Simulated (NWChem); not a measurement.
C2H6OSi; SMILES O=CC[SiH3]

```xyz
10

O     -0.4214     2.1386    -0.2073
C      0.2020     1.3037     0.3924
C      0.8217     0.0920    -0.2270
Si    -0.2463    -1.4665     0.0014
H      0.3364     1.3803     1.5048
H      1.7967    -0.1213     0.2425
H      0.9556     0.2576    -1.3076
H     -1.5486    -1.3022    -0.7061
H     -0.5001    -1.6990     1.4554
H      0.4900    -2.6371    -0.5601
```
Atoms are numbered in this order, from 1.

All runs: NWChem. Structure relaxed at the PBE0/def2-SVP level. Level: PBE0/def2-SVP with SMD (1 M gas to 1 M solution), gas-phase geometry. Reactions with the solvent are ignored.

For solvent water:

```
Quantity                                     Value
-------------------------------------------  -----
solvation free energy (kcal/mol)              -2.1
cavity-dispersion-structure term (kcal/mol)    4.2
dipole in solution (D)                        3.59
```

### Question
How do the values read with solvent toluene instead?

### Answer
The solvation free energy (kcal/mol) is -3.5, the cavity-dispersion-structure term (kcal/mol) is -1.4 and the dipole in solution (D) is 2.90.
